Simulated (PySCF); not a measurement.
Harmonic spectrum computed at PBE0 in the def2-TZVP basis family (core potentials from Rb on, PySCF, no spin–orbit coupling):

```csv
ω (cm⁻¹),"IR (km/mol, summed over degenerate members)",degeneracy
159,0.7,1
180,0.2,2
367,0.0,1
436,257,2
670,543,2
684,0.1,1
693,45.2,1
698,295,2
3848,177,2
3852,69.0,1
```

Question: Which molecule gave it? In each, all ligands are bound to the one heavy central atom.
A. Al(OH)₃ (singlet)
B. Mo(OH)₃ (quartet)
C. N(OH)₃ (singlet)
D. Zr(OH)₃ (doublet)
E. Hf(OH)₃ (doublet)

Answer: B. It has C3v symmetry with Mo–O 1.893 Å (×3), O–H 0.962 Å (×3).
